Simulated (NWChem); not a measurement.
Species: chlorobenzene (C6H5Cl); SMILES Clc1ccccc1

Program: NWChem. Pople sets run with spherical d functions. Structure relaxed at the PBE0/def2-SVP level. Computed dipoles belong to the equilibrium geometry; the measured one is vibrationally averaged.

Measured dipole moment: 1.69 D (NIST CCCBDB, as tabulated in the package chemicals).

```tsv
level	dipole moment (D)	computed − measured	relative time (rough)
B3LYP/STO-3G	2.02	+0.33	1
B3LYP/3-21G	…	…	1
B3LYP/6-31G*	…	…	5
B3LYP/def2-SVP	1.46	-0.23	4
B3LYP/def2-SVPD	1.75	+0.06	5
B3LYP/def2-TZVP	1.64	-0.05	10
```

### Question
What belongs in the gaps?

### Answer

- B3LYP/3-21G, dipole moment (D): 2.01
- B3LYP/3-21G, computed − measured: +0.32
- B3LYP/6-31G*, dipole moment (D): 1.81
- B3LYP/6-31G*, computed − measured: +0.12
